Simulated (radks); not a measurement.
Values are calculated unless marked as measured or tabulated.
Orbital eigenvalues (eV) of the indium ion In2+, [Kr] 4d10 5s1, of relativity; Dirac values are averaged over j with weights 2j + 1. Spin-unpolarised spherical Kohn-Sham, PBE, point nucleus unless stated (finite: rms radius 4.6156 fm), a radial shooting solver on a logarithmic mesh with Libxc functionals. A level marked "c x" has the speed of light scaled by that factor.

shell       non-rel.
1s            -26815
2s           -3941.8
2p           -3682.4
3s           -759.54
3p           -653.36
3d           -456.65
4s           -128.53
4p           -93.890
4d           -37.364
5s           -22.647
5p (empty)   -16.062

Give the values at the level "Dirac, c x 0.85".

Answer. 
shell       Dirac, c x 0.85  change of magnitude (%)
1s                   -28152                    +4.99
2s                  -4267.4                    +8.26
2p                  -3777.2                    +2.57
3s                  -825.81                    +8.72
3p                  -673.43                    +3.07
3d                  -447.73                    -1.95
4s                  -141.56                   +10.14
4p                  -97.336                    +3.67
4d                  -36.197                    -3.12
5s                  -24.116                    +6.49
5p (empty)          -16.302                    +1.49
